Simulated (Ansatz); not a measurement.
Stepwise reaction of `C[O][Ga]([OH])[O]C` with water, as a gas-phase model of exchange steps in deposition or etching. ΔE in kJ/mol.

Calculated with Ansatz (gas phase, PBE0-D4/def2-TZVP geometries, no zero-point term in ΔE). CBS: MP2 limit from def2 TZ/QZ plus the TZ coupled-cluster correction, frozen cores. This one scheme is used for every species. Functionals use def2-TZVPP. B3LYP here is the variant with VWN-RPA as its local correlation; programs differ in this. For Ga outer-core shells are correlated without core-valence functions, which leaves a few kJ/mol of doubt a bond. Scalar relativity is left out up to krypton. Each species was taken in one conformer, which may not be the lowest.

```json
{"step": "1", "reaction": "`C[O][Ga]([OH])[O]C` + H₂O → `C[O][Ga]([OH])[OH]` + CH₃OH", "PBE-D4": "-5.5", "B3LYP-D4": "-4.0", "ωB97M-V": "-6.3", "CCSD(T)/CBS": "-2.6"}
```

(1) Give the row of step 2, `C[O][Ga]([OH])[OH]` + H₂O → `[OH][Ga]([OH])[OH]` + CH₃OH. (An estimate is asked.)

(2) By hand: ΔE of the 2 steps together at CCSD(T)/CBS.

Results:

(1) The calculation gave: 
```
step                                                   reaction  PBE-D4  B3LYP-D4  ωB97M-V  CCSD(T)/CBS
   2  `C[O][Ga]([OH])[OH]` + H₂O → `[OH][Ga]([OH])[OH]` + CH₃OH    -5.6      -4.2     -6.4         -2.6
```

(2) (-2.6) + (-2.6) = -5.2 kJ/mol, or -2.6 kJ/mol a step.

In ΔE the steps differ by no more than 0.0 kJ/mol. PBE-D4 differs from CCSD(T)/CBS by -3.0 to -2.9 kJ/mol a step. Isolated molecules leave out the surface, adducts and barriers. Largest T1 diagnostic: 0.014.
